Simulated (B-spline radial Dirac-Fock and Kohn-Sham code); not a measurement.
These are calculated numbers from a radial B-spline solver; the model is the Dirac equation of a negative muon with reduced mass in the field of a spherical finite nucleus, with the Uehling potential to all orders; nuclear polarisation, deformation, hyperfine structure, self-energy, higher-order vacuum polarisation, relativistic recoil and electron screening are left out. The nuclear charge is a Fermi distribution (skin thickness 2.3 fm).

Question: A muonic atom of atomic mass 57.93 u emits these computed lines: 2p3/2 → 1s1/2 1254 keV, 3d5/2 → 2p3/2 265.7 keV, 4f7/2 → 3d5/2 92.70 keV, 5g9/2 → 4f7/2 42.82 keV. Which element is it, and what rms charge radius was used?

Answer: Iron (Z = 26, nuclide ⁵⁸Fe); the high transitions hardly feel the nucleus and fix Z. The 2p → 1s line lies 185.5 keV below the value for a point nucleus without QED, which for this nuclear model gives a radius near 3.77 fm (3.7745 fm was used).
